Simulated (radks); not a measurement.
Sr7+, configuration [Ar] 3d10 4s2 4p1. All-electron calculation, Dirac Kohn-Sham, RPBE, spin-unpolarised, spherical densities, point nucleus; open shells fill j = l - 1/2 first. Program: a radial shooting solver on a logarithmic mesh with Libxc functionals.

Unscreened Slater integrals over Kohn-Sham orbitals (eV). Large and small components are both included. Empty in this configuration: 4p3/2.

integral          value
F0(4p1/2,4p1/2)  18.620
F0(4p1/2,4s1/2)  19.246
G1(4p1/2,4s1/2)  13.212
F0(4p1/2,3d5/2)  23.780
G3(4p1/2,3d5/2)  1.9467
F0(4p1/2,3d3/2)  23.802
G1(4p1/2,3d3/2)  2.0201
F0(4p1/2,4p3/2)  18.481
G2(4p1/2,4p3/2)  9.8506
F0(4s1/2,4s1/2)  19.956
F0(4s1/2,3d5/2)  25.166
G2(4s1/2,3d5/2)  2.3124
F0(4s1/2,3d3/2)  25.190
G2(4s1/2,3d3/2)  2.2909
F0(4s1/2,4p3/2)  19.088
G1(4s1/2,4p3/2)  13.028
F0(3d5/2,3d5/2)  50.318
F2(3d5/2,3d5/2)  24.525
F4(3d5/2,3d5/2)  15.523
F0(3d5/2,3d3/2)  50.497
F2(3d5/2,3d3/2)  24.597
G2(3d5/2,3d3/2)  24.529
G4(3d5/2,3d3/2)  15.525
F0(3d5/2,4p3/2)  23.476
F2(3d5/2,4p3/2)  5.7992
G1(3d5/2,4p3/2)  1.9693
G3(3d5/2,4p3/2)  1.8909
F0(3d3/2,3d3/2)  50.677
F2(3d3/2,3d3/2)  24.671
F0(3d3/2,4p3/2)  23.497
F2(3d3/2,4p3/2)  5.7660
G1(3d3/2,4p3/2)  1.9561
G3(3d3/2,4p3/2)  1.8764
F0(4p3/2,4p3/2)  18.346
F2(4p3/2,4p3/2)  9.7910
